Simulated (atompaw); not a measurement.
**Before and after: PAW (atompaw) potential for zirconium (Zr)**

atompaw 4.2.0.5 input, output lines left out:

```
Zr 40
GGA-PBESOL scalarrelativistic loggrid 1500 logderivrange -2 5 176
5 5 4 0 0 0
5 1 0
4 2 2
0 0 0
c
c
c
c
v
c
c
c
v
c
v
3
3.00 2.20 2.70 1.85
y
3.8
n
y
0.3
n
y
0.45
n
y
-0.1
y
0.8
n
custom rrkj vanderbiltortho gaussian
4 0.5 ultrasoft
3.00
3.00
3.00
3.00
2.65
3.00
3.00
3.00
```

Change: core [Ar] 3d10, valence charge 12; reference 4s2 4p6 4d1 5s0 5p0; waves now 4s (bound): rc 1.50 bohr; 5s (bound): rc 2.80 bohr; 4p (bound): rc 2.25 bohr; 5p (bound): rc 2.35 bohr; 4d (bound): rc 2.80 bohr; 4d channel at -1.1 Ry: rc 2.80 bohr; 4f channel at 0.35 Ry: rc 2.80 bohr; local potential ultrasoft scheme with l = 4 at 0.5 Ry, radius 2.60 bohr; core correction smooth core density matched at 2.05 bohr; augmentation gaussian compensation charge, radius 2.20 bohr; PAW radius 2.80 bohr; waves and projectors: custom rrkj vanderbiltortho.

Cutoffs: the cutoffs (Ry, on a coarse ladder) from which the occupation-weighted sum of valence levels, in a spherical-Bessel basis at the reference potential, stays within 10 and 1 mRy of its value at 400 Ry; they do not see the model core or the augmentation charge, which bear on the density cutoff.

Problem. What does the change do?

Solution. The potential gets harder (12 Ry and 15 Ry → 18 Ry and 30 Ry); the bound ghost in p disappears. The added semicore shells are compact, so their waves need more plane waves. Several settings change at once here, so the effects cannot be laid on one of them.

```csv
quantity,base,changed
"cutoff, loose",12 Ry,18 Ry
"cutoff, tight",15 Ry,30 Ry
bound ghosts,p,none
lowest overlap eigenvalue by channel,"s 0.74, p 0.69, d 0.44, f 0.95","s 0.35, p 0.14, d 0.19, f 1.00"
```

 A true bound ghost makes a file unfit for plane-wave use even where its test errors are small: the radial tests pick states by their node count and pass the ghost by. The cutoffs see the waves, projectors and local potential, not the compensation charge or the core.
